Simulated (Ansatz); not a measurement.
System: HgBr$_{2}$, charge 0, singlet. HgBr2 (SMILES [Br][Hg][Br]).
B3LYP-D3(BJ)/def2-TZVP minimum from Ansatz (a quantum-chemistry and plane-wave program):
```
Hg
Br 1 2.4249
Br 1 2.4249 2 180.00
```

Atomisation energy term by term, kcal/mol (programs: Ansatz). Open shells are spin-unrestricted; no spin-orbit coupling. Correlated methods leave the cores frozen (noble-gas shells, and filled d and f shells in the p block). Past Kr the def2 sets carry scalar-relativistic core potentials. CBS(X,Y): correlation extrapolated as X^-3, Hartree-Fock from the larger set. A bracket is a step between two methods taken in the basis named. Spin-orbit terms, left out, reach several kcal/mol for Br and I, and more for heavier atoms.

```tsv
term	basis	kcal/mol
Hartree-Fock	def2-QZVPP	63.56
CCSD correlation	CBS(def2-TZVPP,def2-QZVPP)	26.99
(T)	CBS(def2-TZVPP,def2-QZVPP)	4.26
CCSDT(Q) - CCSD(T)	def2-SVP	0.20
sum: De		95.0
```
